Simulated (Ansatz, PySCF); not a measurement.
Energy difference R1 → 2 P1, each structure at its B3LYP-D3(BJ)/def2-TZVP stationary point, reached from a drawn start (curvature not checked).
R1: H2O2 (SMILES OO), charge 0, multiplicity 1.
P1, OH (SMILES [OH]) (charge 0, multiplicity 2):
```xyz
2

O      0.00000     0.00000     0.48836
H      0.00000     0.00000    -0.48836
```

P less R. No zero-point or thermal terms; singlets are restricted closed shells; open shells are unrestricted; no spin–orbit coupling.

Cores are frozen in the correlated methods.

Run with Ansatz (a first-principles code) with Gaussian orbitals; PySCF for the D3/D4 terms. No computed number here is a measurement.

PBE/def2-TZVPP gives 263.7 kJ/mol for the reaction energy.

Question: Where do these levels fall relative to PBE: PBE-D3(BJ)/def2-TZVPP, r2SCAN/def2-TZVPP, B3LYP/def2-TZVPP, wB97M-V/def2-TZVPP, B2PLYP/def2-TZVPP, MP2/cc-pVQZ, CCSD(T)/cc-pVQZ.

Answer: PBE-D3(BJ)/def2-TZVPP 1.4; r2SCAN/def2-TZVPP -48.0; B3LYP/def2-TZVPP -49.6; wB97M-V/def2-TZVPP -34.5; B2PLYP/def2-TZVPP -46.0; MP2/cc-pVQZ -8.0; CCSD(T)/cc-pVQZ -40.7 kJ/mol. 1 of 7 lie above PBE; the widest gap is to B3LYP/def2-TZVPP.
